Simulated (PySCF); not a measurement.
Predicted microwave data (PySCF 2.14.0, PBE0-D3(BJ)/def2-SVP geometry optimisation, gas phase) for one isomer of C2H5ClOSi:

* Rotational constants: A = 5416, B = 2014, C = 1608 MHz
* Dipole components: |μa| = 0.72 D, |μb| = 0.63 D, |μc| = 0.75 D
* Inertial defect: -29.83 u·Å²
* κ: -0.79

**Question.** Which candidate fits, each taken in the one conformer that was computed?
A. `[CH2:1]=[C:2]([Cl:3])[O:4][SiH3:5]` with C1–C2–O4–Si5 177°
B. `[SiH3:1][O:2]/[CH:3]=[CH:4]/[Cl:5]` with Si1–O2–C3–C4 174°
C. `[CH2:1]=[CH:2][O:3][SiH2:4][Cl:5]` with C1–C2–O3–Si4 18°, C2–O3–Si4–Cl5 -72°

**Answer.** C. It is C=CO[SiH2]Cl, an asymmetric top, point group C1. The candidates at the same level (rigid rotor, commonest isotopes):

```json
{"SMILES": "C=CO[SiH2]Cl", "A (MHz)": "5416", "B (MHz)": "2014", "C (MHz)": "1608", "μa (D)": "0.72", "μb (D)": "0.63", "μc (D)": "0.75", "Δ (u·Å²)": "-29.83", "point group": "C1", "rotor": "asymmetric top"}
{"SMILES": "C=C(Cl)O[SiH3]", "A (MHz)": "4948", "B (MHz)": "2301", "C (MHz)": "1601", "μa (D)": "0.74", "μb (D)": "0.08", "μc (D)": "0.04", "Δ (u·Å²)": "-6.08", "point group": "–", "rotor": "asymmetric top"}
{"SMILES": "[SiH3]O/C=C/Cl", "A (MHz)": "22864", "B (MHz)": "960.6", "C (MHz)": "932.3", "μa (D)": "1.98", "μb (D)": "0.48", "μc (D)": "0.03", "Δ (u·Å²)": "-6.16", "point group": "near Cs", "rotor": "–"}
```

`C=C(Cl)O[SiH3]` has B 14 % too high; `[SiH3]O/C=C/Cl` has A 322 % too high. No structure here is proved a minimum.
